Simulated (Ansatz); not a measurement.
The first iterations of a band of HOSSe (4 atoms, charge 0, multiplicity 2).

The calculation used UKS PBE0-D4/def2-SVP in Ansatz.

```yaml
movable_images: 9
climbing_image: yes
spring: 5.0 eV/Å²
optimiser: quadratic models (default)
start_path: through a guess of the saddle point
force_threshold: 0.05 eV/Å
iteration_limit: 60
end_points: relaxed
```

Initial state:

```xyz
4
Properties=species:S:1:pos:R:3
O -1.772 0.061 0.659
Se -0.270 0.676 0.935
S 0.974 0.299 -0.897
H 1.067 -1.036 -0.698
```

Final state:

```xyz
4
Properties=species:S:1:pos:R:3
O -1.552 0.018 0.578
Se 0.073 0.098 0.480
S 0.963 1.167 -1.125
H 0.517 -1.283 0.067
```

| iteration | highest image above the first end (eV) | largest band force component (eV/Å) |
| --- | --- | --- |
| 1 | 3.106 | 16.767 |
| 2 | 2.097 | 4.880 |
| 3 | 1.848 | 2.840 |
| 4 | 1.790 | 1.603 |

Question: Does the band converge within its limit, and where does its top end?

Answer: The run converged. It ended after 12 iterations with the highest image 1.842 eV above the first end. A vibrational analysis at the climbing image gives one clearly imaginary mode, 1095i cm⁻¹: a first-order saddle point.

Run time: 79 s on 2 threads of AMD EPYC 9R45 96-Core Processor (Zen 5), with other jobs on the host, peak memory 0.22 GiB.
